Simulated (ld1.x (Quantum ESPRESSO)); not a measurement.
# Pb: excitation energies, all-electron against TM

```json
{"Element": "lead", "Generator": "ld1.x (Quantum ESPRESSO) 7.5", "Type": "norm-conserving Troullier–Martins (Kleinman–Bylander form)", "Functional": "PBEsol", "Relativity": "scalar-relativistic", "Frozen core": "[Xe] 4f14", "Valence charge": "14", "Reference configuration": "5d10 6s2 6p2", "Partial waves": "6s (bound): rc 1.80 bohr; 5d (bound): rc 1.65 bohr; 6p (bound): rc 2.85 bohr", "Local potential": "the p channel", "Core correction": "none"}
```

Energies are relative to the spin-unpolarised reference configuration 5d10 6s2 6p2; without spin polarisation the order of configurations can differ from experiment.

**Question.** Give the all-electron excitation energy and the error of the potential for: 5d10 6s2 6p1; 5d10 6s2 6p0; 5d10 6s1 6p0; 5d10 6s1 6p2; 5d9 6s2 6p3; 5d10 6s0 6p0; 5d10 6s2 6p2.3.

**Answer.**

```tsv
valence configuration	charge	ΔE all-electron (eV)	error AE − PS (meV)
5d10 6s2 6p1	+1	6.598	-2.9
5d10 6s2 6p0	+2	20.045	-15
5d10 6s1 6p0	+3	52.524	-34
5d10 6s1 6p2	+1	16.176	-0.5
5d9 6s2 6p3	0	19.287	-174
5d10 6s0 6p0	+4	95.241	-80
5d10 6s2 6p2.3	-0.3	-0.804	+0.4
```

Levels in the configuration 5d10 6s0 6p0:

```json
{"level": "5d", "all-electron (eV)": "-61.689", "pseudo (eV)": "-61.677"}
```

ld1.x printed “convergence not achieved” for 5 of the counted tests; their residual had stalled under 1e-8, short of the target of 1e-14.
